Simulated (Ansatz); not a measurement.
Calculated with Ansatz (gas phase, PBE0-D4/def2-TZVP geometries, no zero-point term in ΔE). CBS: MP2 limit from def2 TZ/QZ plus the TZ coupled-cluster correction, frozen cores. Functionals use def2-TZVPP. B3LYP here is the variant with VWN-RPA as its local correlation; programs differ in this. For Mg outer-core shells are correlated without core-valence functions, which leaves a few kJ/mol of doubt a bond. One conformer a species, not always the lowest.

`FB1SC1[SiH3]` + `[OH][Mg][OH]` → `[OH][Mg][O][SiH3]` + `FB1CS1`  (ligand exchange at the Si–C bond)

`FB1SC1[SiH3]`:

```xyz
9

F    -1.255   -2.105   -1.375
B    -1.212   -0.971   -0.731
S    -1.923    0.621   -0.653
C    -0.551   -0.207    0.406
Si    1.122    0.610    0.263
H    -0.891   -0.413    1.421
H     1.488    0.701   -1.173
H     2.131   -0.209    0.989
H     1.090    1.973    0.853
```

`[OH][Mg][OH]`:

```xyz
5

O    -0.767    1.551   -0.356
Mg    0.002    0.001    0.002
O     0.775   -1.545    0.364
H    -0.890    2.366   -0.823
H     0.881   -2.373    0.812
```

`[OH][Mg][O][SiH3]`:

```xyz
8

O     2.721    0.682    1.793
Mg    1.283    0.343    0.846
O    -0.171   -0.064   -0.113
Si   -1.481   -0.428   -0.978
H     3.418    1.117    2.263
H    -2.721    0.102   -0.337
H    -1.405    0.152   -2.352
H    -1.646   -1.904   -1.123
```

`FB1CS1`:

Cartesian coordinates in Å:
```
F -0.180 -0.660 2.004
B 0.163 -0.348 0.783
C -0.275 0.297 -0.525
S 1.471 -0.433 -0.367
H -0.280 1.375 -0.655
H -0.899 -0.232 -1.240
```

```tsv
level	ΔE (kJ/mol)	difference from CCSD(T)/CBS
PBE-D4	-101.5	14.8
r2SCAN-D4	-115.2	1.1
PBE0-D4	-108.0	8.3
B3LYP-D4	-115.1	1.2
ωB97X-V	-115.5	0.8
ωB97M-V	-113.9	2.4
B2PLYP	-120.3	-4.0
PBE	-105.2	11.1
r2SCAN	-116.1	0.2
PBE0	-111.3	5.0
B3LYP	-121.1	-4.8
HF/def2-TZVPP	-140.4	-24.1
MP2/def2-TZVPP	-115.3	1.0
SCS-MP2/def2-TZVPP	-121.0	-4.7
CCSD/def2-TZVPP	-121.0	-4.7
CCSD(T)/def2-TZVPP	-117.3	-1.0
HF/def2-QZVPP	-142.2	-25.9
MP2/def2-QZVPP	-115.3	1.0
SCS-MP2/def2-QZVPP	-121.0	-4.7
HF/CBS(def2)	-142.5	-26.2
MP2/CBS(def2)	-114.2	2.1
CCSD/CBS(def2)	-119.9	-3.6
CCSD(T)/CBS	-116.3	0
```

Largest T1 diagnostic among the species: 0.014.

In def2-TZVPP, CCSD(T) changes the Hartree–Fock value by +23.0 kJ/mol (the triples alone add +3.6 kJ/mol) and MP2 by +25.1 kJ/mol. The D4 term adds +6.1 kJ/mol with B3LYP and +3.3 kJ/mol with PBE0; it sums over pairs of atoms, weighted by their polarisabilities, and B3LYP, whose exchange is more repulsive, gets the larger term. From PBE to PBE0 (25 % exact exchange), in def2-TZVPP and without D4, ΔE moves by −6.1 kJ/mol.
